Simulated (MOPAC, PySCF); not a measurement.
C3H7ClSi, SMILES `C/C(Cl)=C/[SiH3]`, neutral singlet in the gas phase. 

Cartesian coordinates (Å):
```xyz
12

C     -2.0990    -0.2221    -0.0170
C     -0.6549    -0.0831     0.3195
Cl    -0.3486    -0.1239     2.0434
C      0.3539     0.0599    -0.5252
Si     2.1496     0.2311    -0.0678
H     -2.4919    -1.1646     0.3663
H     -2.2391    -0.1911    -1.0959
H     -2.6773     0.5815     0.4405
H      0.0802     0.0755    -1.5756
H      2.3739     1.4301     0.7667
H      2.6276    -0.9600     0.6651
H      2.9258     0.3667    -1.3200
```
Charge 0, spin multiplicity 1.

All levels are single points at this geometry (CAM-B3LYP-D3(BJ)/def2-TZVP); Pople sets use spherical d functions. Orbital energies aren't observables, and empty levels follow the basis.

HF/6-31G* in PySCF gives HOMO (eV) = -9.91.

Task: Estimate the HOMO (eV) from each of these levels: CAM-B3LYP-D3(BJ)/def2-TZVP in PySCF; M06-2X/6-31G* in PySCF; PBE/6-31G* in PySCF; HF/STO-3G in PySCF; AM1 in MOPAC.

Result: 
| level | HOMO (eV) |
|---|---|
| CAM-B3LYP-D3(BJ)/def2-TZVP in PySCF | -8.76 |
| M06-2X/6-31G* in PySCF | -8.51 |
| PBE/6-31G* in PySCF | -6.12 |
| HF/STO-3G in PySCF | -8.28 |
| AM1 in MOPAC | -10.05 |
